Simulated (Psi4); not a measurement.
H7ClO2Si3, singlet, geometry from GFN2-xTB, atoms displaced at random by about 0.08 Å a coordinate; B3LYP/STO-3G, gradient (Psi4).

Here is a job for Psi4.
```
memory 2 GB

molecule {
0 1
  Si    0.00575877    1.18617962   -0.16320649
  Cl   -0.13199411    1.61415271    1.82297630
  O     1.38991393    0.10618140   -0.32838256
  Si    2.13713108   -1.25961473   -0.42104405
  O    -1.10376336    0.14181505   -0.66661639
  Si   -2.11227498   -1.13448995   -0.57564471
  H     0.06372173    2.24786789   -1.11328174
  H     1.91946154   -1.97756274   -1.63178447
  H     1.54349032   -2.19049742    0.81827991
  H     3.64409499   -0.96992977   -0.23739553
  H    -3.29297478   -0.79153121   -1.26989815
  H    -2.44791628   -1.50328365    0.72280959
  H    -1.26803478   -2.25475047   -1.23415318
symmetry c1
no_reorient
no_com
}

set basis sto-3g

gradient('b3lyp')
print_variables()
```

It wrote (shortened):

```
gradient() will perform analytic gradient computation.

   => Loading Basis Set <=

    Name: STO-3G
    Role: ORBITAL
    Keyword: BASIS

         ---------------------------------------------------------
                                   SCF
               by Justin Turney, Rob Parrish, Andy Simmonett
                          and Daniel G. A. Smith
                              RKS Reference
         ---------------------------------------------------------

  ==> Geometry <==

    Molecular point group: c1
    Full point group: C1

    Geometry (in Angstrom), charge = 0, multiplicity = 1:

       Center              X                  Y                   Z               Mass
    ------------   -----------------  -----------------  -----------------  -----------------
         SI           0.005758770000     1.186179620000    -0.163206490000    27.976926534650
         CL          -0.131994110000     1.614152710000     1.822976300000    34.968852682000
         O            1.389913930000     0.106181400000    -0.328382560000    15.994914619570
         SI           2.137131080000    -1.259614730000    -0.421044050000    27.976926534650
         O           -1.103763360000     0.141815050000    -0.666616390000    15.994914619570
         SI          -2.112274980000    -1.134489950000    -0.575644710000    27.976926534650
         H            0.063721730000     2.247867890000    -1.113281740000     1.007825032230
         H            1.919461540000    -1.977562740000    -1.631784470000     1.007825032230
         H            1.543490320000    -2.190497420000     0.818279910000     1.007825032230
         H            3.644094990000    -0.969929770000    -0.237395530000     1.007825032230
         H           -3.292974780000    -0.791531210000    -1.269898150000     1.007825032230
         H           -2.447916280000    -1.503283650000     0.722809590000     1.007825032230
         H           -1.268034780000    -2.254750470000    -1.234153180000     1.007825032230

  Running in c1 symmetry.

  Rotational constants: A =      0.04479  B =      0.04202  C =      0.02512 [cm^-1]
  Rotational constants: A =   1342.86307  B =   1259.72880  C =    753.12253 [MHz]
  Nuclear repulsion =  545.436061200389076

  Charge       = 0
  Multiplicity = 1
  Electrons    = 82
  Nalpha       = 41
  Nbeta        = 41

  ==> Algorithm <==

  SCF Algorithm Type is DF.
  DIIS enabled.
  MOM disabled.
  Fractional occupation disabled.
  Guess Type is SAD.
  Energy threshold   = 1.00e-08
  Density threshold  = 1.00e-08
  Integral threshold = 1.00e-12

  ==> Primary Basis <==

  Basis Set: STO-3G
    Blend: STO-3G
    Number of shells: 33
    Number of basis functions: 53
    Number of Cartesian functions: 53
    Spherical Harmonics?: true
    Max angular momentum: 1

  ==> DFT Potential <==

   => LibXC <=

    Version 7.1.2
    S. Lehtola, C. Steigemann, M. J. T. Oliveira, and M. A. L. Marques,  SoftwareX 7, 1–5 (2018) (10.1016/j.softx.2017.11.002)

   => Composite Functional: B3LYP <=

    B3LYP Hyb-GGA Exchange-Correlation Functional

    P. J. Stephens, F. J. Devlin, C. F. Chabalowski, and M. J. Frisch,  J. Phys. Chem. 98, 11623 (1994) (10.1021/j100096a001)

    Deriv               =              1
    GGA                 =           TRUE
    Meta                =          FALSE

    Exchange Hybrid     =           TRUE
    MP2 Hybrid          =          FALSE

   => Exchange Functionals <=

    0.0800   Slater exchange
    0.7200         Becke 88

   => Exact (HF) Exchange <=

    0.2000               HF

   => Correlation Functionals <=

    0.1900   Vosko, Wilk & Nusair (VWN5_RPA)
    0.8100   Lee, Yang & Parr

   => LibXC Density Thresholds  <==

    XC_HYB_GGA_XC_B3LYP:  1.00E-15

   => Molecular Quadrature <=

    Radial Scheme          =       TREUTLER
    Pruning Scheme         =           NONE
    Nuclear Scheme         =       TREUTLER

    Blocking Scheme        =         OCTREE
    BS radius alpha        =              1
    Pruning alpha          =              1
    Radial Points          =             75
    Spherical Points       =            302
    Total Points           =         272984
    Total Blocks           =           2110
    Max Points             =            256
    Max Functions          =             45
    Weights Tolerance      =       1.00E-15

   => Loading Basis Set <=

    Name: (STO-3G AUX)
    Role: JKFIT
    Keyword: DF_BASIS_SCF

  ==> Integral Setup <==

  SCF_SUBTYPE=INCORE selected. In-core MEM_DF algorithm will be used.
  Using in-core AOs.

  ==> MemDFJK: Density-Fitted J/K Matrices <==

    J tasked:                   Yes
    K tasked:                   Yes
    wK tasked:                   No
    Algorithm:                 Core
    Schwarz Cutoff:           1E-12
    Mask sparsity (%):      11.0360
    Fitting Condition:        1E-10

   => Auxiliary Basis Set <=

  Basis Set: (STO-3G AUX)
    Blend: DEF2-UNIVERSAL-JKFIT
    Number of shells: 244
    Number of basis functions: 792
    Number of Cartesian functions: 946
    Spherical Harmonics?: true
    Max angular momentum: 4

  Minimum eigenvalue in the overlap matrix is 2.7705546342E-01.
  Reciprocal condition number of the overlap matrix is 1.3895676018E-01.
    Using symmetric orthogonalization.

  ==> Pre-Iterations <==

  SCF Guess: Superposition of Atomic Densities via on-the-fly atomic UHF (no occupation information).

   -------------------------
    Irrep   Nso     Nmo
   -------------------------
     A         53      53
   -------------------------
    Total      53      53
   -------------------------

  ==> Iterations <==

                           Total Energy        Delta E     RMS |[F,P]|

   @DF-RKS iter SAD: -1463.56184356130461   -1.46356e+03   0.00000e+00
   @DF-RKS iter   1: -1466.03956051145929   -2.47772e+00   9.56567e-03 ADIIS/DIIS
   @DF-RKS iter   2: -1466.04177992084624   -2.21941e-03   1.05494e-02 ADIIS/DIIS
[...]
  @DF-RKS Final Energy: -1466.23098202194478
    Total Energy =                      -1466.2309820219447829
[...]

 L = 1.  Multiply by 2.5417464519 to convert [e a0] to [Debye]
 Dipole X            :         -1.7722199            1.2014040           -0.5708159
 Dipole Y            :         -9.4841353            9.5883371            0.1042017
 Dipole Z            :         -6.2505528            5.3793859           -0.8711669
 Magnitude           :                                                    1.0467189

 ------------------------------------------------------------------------------------

         ------------------------------------------------------------
                                   SCF GRAD
                          Rob Parrish, Justin Turney,
                       Andy Simmonett, and Alex Sokolov
         ------------------------------------------------------------

  ==> Geometry <==

    Molecular point group: c1
    Full point group: C1

    Geometry (in Angstrom), charge = 0, multiplicity = 1:

       Center              X                  Y                   Z               Mass
    ------------   -----------------  -----------------  -----------------  -----------------
         SI           0.005758770000     1.186179620000    -0.163206490000    27.976926534650
         CL          -0.131994110000     1.614152710000     1.822976300000    34.968852682000
         O            1.389913930000     0.106181400000    -0.328382560000    15.994914619570
         SI           2.137131080000    -1.259614730000    -0.421044050000    27.976926534650
         O           -1.103763360000     0.141815050000    -0.666616390000    15.994914619570
         SI          -2.112274980000    -1.134489950000    -0.575644710000    27.976926534650
         H            0.063721730000     2.247867890000    -1.113281740000     1.007825032230
         H            1.919461540000    -1.977562740000    -1.631784470000     1.007825032230
         H            1.543490320000    -2.190497420000     0.818279910000     1.007825032230
         H            3.644094990000    -0.969929770000    -0.237395530000     1.007825032230
         H           -3.292974780000    -0.791531210000    -1.269898150000     1.007825032230
         H           -2.447916280000    -1.503283650000     0.722809590000     1.007825032230
         H           -1.268034780000    -2.254750470000    -1.234153180000     1.007825032230

  Nuclear repulsion =  545.436061200389076

  ==> Basis Set <==

  Basis Set: STO-3G
    Blend: STO-3G
    Number of shells: 33
    Number of basis functions: 53
    Number of Cartesian functions: 53
    Spherical Harmonics?: true
    Max angular momentum: 1

  ==> DFJKGrad: Density-Fitted SCF Gradients <==

    Gradient:                    1
    J tasked:                  Yes
    K tasked:                  Yes
    wK tasked:                  No
    Integrals threads:           1
    Schwarz Cutoff:          1E-12
    Fitting Condition:       1E-10

   => Auxiliary Basis Set <=

  Basis Set: (STO-3G AUX)
    Blend: DEF2-UNIVERSAL-JKFIT
    Number of shells: 244
    Number of basis functions: 792
    Number of Cartesian functions: 946
    Spherical Harmonics?: true
    Max angular momentum: 4

  ==> DFT Potential <==

   => LibXC <=

    Version 7.1.2
    S. Lehtola, C. Steigemann, M. J. T. Oliveira, and M. A. L. Marques,  SoftwareX 7, 1–5 (2018) (10.1016/j.softx.2017.11.002)

   => Composite Functional: B3LYP <=

    B3LYP Hyb-GGA Exchange-Correlation Functional

    P. J. Stephens, F. J. Devlin, C. F. Chabalowski, and M. J. Frisch,  J. Phys. Chem. 98, 11623 (1994) (10.1021/j100096a001)

    Deriv               =              1
    GGA                 =           TRUE
    Meta                =          FALSE

    Exchange Hybrid     =           TRUE
    MP2 Hybrid          =          FALSE

   => Exchange Functionals <=

    0.0800   Slater exchange
    0.7200         Becke 88

   => Exact (HF) Exchange <=

    0.2000               HF

   => Correlation Functionals <=

    0.1900   Vosko, Wilk & Nusair (VWN5_RPA)
    0.8100   Lee, Yang & Parr

   => LibXC Density Thresholds  <==

    XC_HYB_GGA_XC_B3LYP:  1.00E-15

   => Molecular Quadrature <=

    Radial Scheme          =       TREUTLER
    Pruning Scheme         =           NONE
    Nuclear Scheme         =       TREUTLER

    Blocking Scheme        =         OCTREE
    BS radius alpha        =              1
    Pruning alpha          =              1
    Radial Points          =             75
    Spherical Points       =            302
    Total Points           =         272984
    Total Blocks           =           2110
    Max Points             =            256
    Max Functions          =             45
    Weights Tolerance      =       1.00E-15

  -Total Gradient:
     Atom            X                  Y                   Z
    ------   -----------------  -----------------  -----------------
       1       -0.060436901339     0.108011160223     0.044512654042
       2        0.003512827751    -0.016892285653    -0.035751250688
       3        0.062977948185    -0.116480528438    -0.003282224298
       4       -0.029279669508     0.064651146283    -0.073490568664
       5        0.014133396347    -0.025811726791     0.001920051618
       6       -0.048322308762     0.029656358127     0.033880497901
       7       -0.003807589703    -0.017155402579    -0.001489240605
       8        0.000930482606     0.006249302947     0.014342959517
       9       -0.028569181855    -0.029573341682     0.048015043077
      10        0.034306214813     0.011743471420     0.005009768050
      11        0.016550053948     0.000104299902     0.012213194830
      12        0.007324286322     0.008271123061    -0.031118665594
      13        0.030229863875    -0.022646134545    -0.015003371891

  Variable Map:
  ----------------------------------------------------------------------------
[...]
  Array Variable Map:
  ----------------------------------------------------------------------------
[...]
[...]
```
